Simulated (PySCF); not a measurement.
A structure optimised at PBE-D3(BJ)/def2-TZVP, used in a PySCF frequency run:

```xyz
7

Hf     0.0000     0.0000     0.1864
O     -1.6438     0.0000    -0.8025
H     -2.2535     0.0000    -1.5479
O      1.6438     0.0000    -0.8025
H      2.2535     0.0000    -1.5479
H      0.0000    -1.5363     1.2559
H      0.0000     1.5363     1.2559
```
Charge 0, spin multiplicity 1.

Write its SMILES, formula and point group.

[OH][HfH2][OH], H₄HfO₂, C2v

What are its rotational constants (standard atomic weights)?

12.843, 4.9812, 3.8494 GHz
